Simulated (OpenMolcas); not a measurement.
# Cr III: CASPT2 settings compared

| Property | Result |
| --- | --- |
| Program | OpenMolcas 26.06 |
| Basis | ANO-L-VDZP [5s4p2d1f] |
| Scalar Hamiltonian | non-relativistic, point nucleus |
| Active space | 4 electrons in 5 orbitals (3d) |
| State averaging | 2S+1 = 5 even, 5 roots; 2S+1 = 3 even, 45 roots kept (CI in the orbitals of an earlier block); 2S+1 = 1 even, 50 roots kept (CI in the orbitals of an earlier block) |
| Spin-orbit coupling | RASSI with atomic mean-field integrals over the reference wave functions, term energies averaged over their components |

Methods on the same reference wave functions:
A. CASSCF
B. SS-CASPT2, IPEA 0.6 Eh, no level shift (closed shells correlated: 3s 3p)
C. SS-CASPT2, IPEA 0.1 Eh, imaginary shift 0.3 Eh (closed shells correlated: 2s 2p 3s 3p)
D. SS-CASPT2, IPEA 0.15 Eh, sigma1 regulariser 0.2 Eh (closed shells correlated: 3s 3p)
E. MS-CASPT2, IPEA 0.1 Eh, imaginary shift 0.3 Eh (closed shells correlated: 2s 2p 3s 3p)
F. MS-CASPT2, IPEA 0.15 Eh, sigma1 regulariser 0.2 Eh (closed shells correlated: 3s 3p)

Energies in cm-1 above 3d4 5D0, the measured ground level; measured values from Sugar and Corliss, J. Phys. Chem. Ref. Data 6, 317 (1977).

```tsv
Level	A	B	C	D	E	F	Measured
3d4 5D0	0.0	0.0	0.0	0.0	0.0	0.0	0.0
3d4 5D1	64.6	65.1	65.3	65.2	65.4	65.3	62.2
3d4 5D2	192	193	193	193	193	193	183
3d4 5D3	377	379	379	379	380	380	357
3d4 5D4	617	618	619	618	619	619	576
3d4 3H4	19264	19310	19020	19020	19010	19020	17274
3d4 3H5	19399	19460	19160	19160	19160	19160	17397
3d4 3H6	19553	19610	19320	19320	19320	19320	17531
3d4 3P0(1)	20882	18420	17540	17700	17520	17670	16771
3d4 3P1(1)	21270	18810	17940	18100	17920	18070	17169
3d4 3P2(1)	21982	19530	18650	18810	18630	18790	17851
3d4 3F2(1)	22180	20520	19710	19840	19700	19820	18452
3d4 3F3(1)	22233	20580	19770	19900	19770	19890	18511
3d4 3F4(1)	22313	20660	19850	19980	19850	19980	18583
3d4 3G3	24377	23060	22540	22610	22540	22610	20704
3d4 3G4	24542	23230	22710	22770	22710	22770	20853
3d4 3G5	24690	23390	22870	22930	22870	22930	20996
3d4 1I6	28978	28720	28760	28700	28760	28700	26015
3d4 1G4(1)	30542	27630	27270	27350	27250	27330	25139
3d4 3D3	31603	28460	27530	27690	27530	27690	25726
3d4 3D2	31659	28520	27590	27750	27590	27740	25781
3d4 3D1	31715	28570	27640	27800	27640	27800	25848
3d4 1S0(1)	35570	29780	28570	28830	28560	28820	27372
3d4 1D2(1)	38158	35160	34950	35010	34950	35000	32152
```

Deviations, from unrounded energies. A percentage is the sum of absolute deviations over the sum of measured energies, with the sign that they share, or ± where signs differ.

| Against measurement | Levels | A | B | C | D | E | F |
| --- | --- | --- | --- | --- | --- | --- | --- |
| mean absolute deviation (cm-1) | 23 | 3500 | 1900 | 1400 | 1400 | 1400 | 1400 |
| fine structure of the ground term (%) | 4 | +6.1 | +6.5 | +6.7 | +6.6 | +6.7 | +6.7 |
| other terms of the ground configuration (%) | 19 | +19.7 | +10.6 | +7.6 | +8.1 | +7.6 | +8.0 |

C, E lie about equally close to measurement and A furthest from it. The largest miss of E in the table is 3d4 1D2(1), by +2800 cm-1. The ranking rests on the paired levels alone, and a cruder setting can come out closer through cancelling errors.

Among B to F the level of the table that moves most is 3d4 1S0(1), by 1200 cm-1 (lowest in E, highest in B). Moves below CASPT2's spread within the term are not significant.

The mean deviations of B to F differ by less than CASPT2's widest spread within a term (560 cm-1), so their order carries little weight.

From A to B the spin-free energies of the other terms of 3d4 shown, above 5D, scale by factors of 0.83 to 1.00.

The lowest spin-free term lies below A's lowest term by 0.148 hartree in B, 0.165 hartree in C, 0.159 hartree in D, 0.165 hartree in E, 0.159 hartree in F.

CASPT2 does not keep the components of a term degenerate, so their means are used; among the terms shown or strongly mixed into the levels shown the widest spread is 560 cm-1 (3d4 1I, F). Terms from blocks run as CI alone lack orbitals of their own. The CASPT2 spread within a term exceeds the gap to the next term for 3d4 3D and 3d4 1I, so the order of their levels is uncertain (figures for B; the like holds for D, E, F). Without dynamic correlation excited terms often stand tens of per cent too high (terms of higher spin than the ground term too low), and those without a measured partner can miss by more than the paired ones (holds for A). Measured partners are found by configuration, term and J. A level has none where our copy of the source lacks it or the pairing is in doubt (some pairs that miss far off the trend of their configuration count as doubtful), and it then counts in no deviation. Levels of configurations outside the active space are missing. Levels that lie high or do not pair safely by name in every column are left out.

A number in round brackets counts repeated terms of one configuration in the order of the reference energies.
